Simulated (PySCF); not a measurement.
C₃H₁₁NSi₂, SMILES [SiH3]C(N(C)[SiH3])=C. Atoms are numbered in the order given.

```xyz
17

C     -1.2382    -1.8083    -0.0714
C     -0.6555    -0.5881     0.0285
Si    -1.7331     0.7726     0.7937
N      0.6444    -0.3187    -0.4205
C      1.3771    -1.4208    -1.0293
Si     1.5556     1.1442    -0.0703
H     -2.2617    -1.9573     0.2734
H     -0.7371    -2.6831    -0.4907
H     -1.9876     1.8881    -0.1636
H     -3.0279     0.1451     1.1728
H     -1.0955     1.3514     2.0134
H      0.8287    -1.8248    -1.8984
H      2.3598    -1.0741    -1.3812
H      1.5404    -2.2519    -0.3185
H      0.5981     2.2594     0.1401
H      2.4336     1.4262    -1.2399
H      2.4239     1.0197     1.1406
```

Geometry: B3LYP-D3(BJ)/def2-SVP. This is a generated structure with no PubChem entry under its InChIKey; it may be hypothetical. The values are those of a single conformer.

The numbers are results of PySCF with SMD-PBE0/6-31G*, not measurements.

Solvation free energies are E(SMD) − E(gas) at the gas-phase geometry, for 1 M in both phases. In vacuum the dipole moment is 1.28 D.

**Question.** Rank water, dimethylsulfoxide, chlorobenzene by solvation free energy, most negative first.

**Answer.** chlorobenzene (-2.2 kcal/mol), dimethylsulfoxide (-0.4 kcal/mol), water (3.1 kcal/mol)
